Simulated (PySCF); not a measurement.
## Al²⁺ (aluminium, charge +2) across methods

[Ne] 3s1, 2S determinant. All numbers are calculated (PySCF 2.14, scalar relativity by spin-free X2C-1e, in x2c-TZVPPall with one added diffuse shell each of s, p, d type (6s6p4d1f, 51 functions)).

```tsv
method	E (hartree)	mean ε 2p α (eV)	mean ε 2p β (eV)	mean ε 3s α (eV)	Σ⟨r²⟩ (bohr²)	⟨S²⟩
revPBE	-241.8451	-90.371	-90.148	-24.445	9.317	0.750
UHF	-241.45949	-108.09	-107.81	-28.090	9.381	0.750
r2SCAN	-241.8669	-92.078	-91.879	-24.680	9.292	0.750
PBE	-241.7552	-90.438	-90.198	-24.501	9.300	0.750
wB97X-V	-241.8531	-97.152	-96.965	-27.675	9.345	0.750
PBE0	-241.7782	-95.158	-94.915	-25.506	9.301	0.750
M06	-241.8829	-95.635	-95.480	-25.302	9.243	0.750
TPSS	-241.9077	-90.847	-90.624	-24.447	9.309	0.750
```

Q: Estimate the same row for LDA.

A: E (hartree) = -240.8269; mean ε 2p α (eV) = -90.520; mean ε 2p β (eV) = -90.299; mean ε 3s α (eV) = -24.611; Σ⟨r²⟩ (bohr²) = 9.271; ⟨S²⟩ = 0.750.
